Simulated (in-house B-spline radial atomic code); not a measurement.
# RPA and G0W0 on HSE06: Ba IX (Ba8+)

Configuration [Kr] 4d10 5s2, mean-field start HSE06. Computed with a B-spline radial code for spherical atoms: all electrons, scalar-relativistic (spin-free one-electron X2C), finite nucleus, each spin shell either full or empty, empty states to l = 9 with an (l + 1/2)⁻⁴ tail; G0W0 by contour deformation at full frequency.

Command:
```bash
python run_gw.py task.json out
```
Settings (radii: box in bohr, nucleus in fm):
```
Z                        56
electrons                48
configuration            [Kr] 4d10 5s2
hamiltonian              x2c
method                   hse06
lmax                     9
rms_radius               4.8378
spin_polarised           False
box_radius               7.7
intervals                66
ion_configuration        [Kr] 4d10 5s1
```

Run time, properties included: 15 s on 1 thread of Arm Neoverse N1, with other jobs on the host.

Energies (hartree):

| term | value |
| --- | --- |
| mean-field total | -8119.02281 |
| Hartree-Fock functional on these orbitals | -8116.59731 |
| direct second order | -4.3945 |
| second-order exchange | 1.2006 |
| SOSEX correction | 1.1264 |

Problem. What is the RPA correlation energy, and what remains with SOSEX?

Solution. RPA gives -3.9116 hartree (-2.22 eV per electron); RPA + SOSEX gives -2.7852, and the second-order doubles -3.194 hartree (no singles). RPA lacks exchange-type terms and so overcorrelates at short range.

Quasi-particle levels (eV):

```tsv
level	occupied	mean field	Σx - vxc	Σc	QP weight	G0W0
5s	yes	-125.46	-3.16	?	?	?
4d	yes	-195.70	-10.63	0.62	0.917	-205.72
5p	no	-104.47	6.65	-1.97	0.970	-99.78
```

G0W0 = mean field + (Σx - vxc) + Σc, with Σc (partial-wave tail included) taken at the quasi-particle energy. Only the outer levels were computed. Levels of low weight are left out.

Problem. Where does G0W0 put 5s?

Solution. At -131.57 eV, with Σc = -2.95 eV and a quasi-particle weight of 0.971. The tabulated removal energy is 130.5 ± 0.6 eV (NIST, semi-empirical); the calculation leaves out spin-orbit coupling, Breit and QED terms, and what these don't explain is the method's own error.

Problem. What does it cost to remove one electron (to [Kr] 4d10 5s1) by differences of total energies, each species on its own start (correlation terms add to the Hartree-Fock functional)?

Solution. HSE06 131.12 eV, Hartree-Fock functional 128.43 eV, + RPA 131.44 eV, + RPA + SOSEX 130.80 eV, + second order 132.24 eV. Tabulated: 130.5 ± 0.6 eV (NIST, semi-empirical); the calculation leaves out spin-orbit coupling, Breit and QED terms, and what these don't explain is the method's own error.
